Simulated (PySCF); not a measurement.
# How methods differ on the electron affinity of Tl

Tl⁻ [Xe] 4f14 5d10 6s2 6p2 (3P) → Tl [Xe] 4f14 5d10 6s2 6p1 (2P), as a difference of total energies. Calculation: PySCF 2.14, in aug-cc-pVTZ-PP with ECP60MDF; scalar relativity through the core potential. Correlated levels: valence: 5s2 5p6 5d10 frozen. The calculations carry no spin-orbit coupling.

```tsv
method	electron affinity (eV)
UHF	-0.009
LDA	0.597
PBE	0.475
PBE0	0.414
r2SCAN	0.476
r2SCAN0	0.453
wB97M-V	0.258
LC-wPBE	0.297
PW91	0.503
MP2 (valence)	0.243
SCS-MP2 (valence)	0.155
```

Spin-orbit coupling is strong in these open shells (close to jj coupling). The scalar numbers leave it out and a first-order estimate fails, so it can dominate the gap to the real levels.

Errors of the correlated levels include the incompleteness of this basis and the frozen core.

A negative affinity means that the anion lies above the atom at that level of theory.

In the anion the highest occupied orbital energy is positive at LDA, PBE, PBE0, r2SCAN, r2SCAN0, PW91, a self-interaction effect; the basis confines that electron, and the energy difference can still be sensible.

For comparison: 0.320 eV (measured; photodetachment measurements, as compiled on the Wikipedia data page of electron affinities).
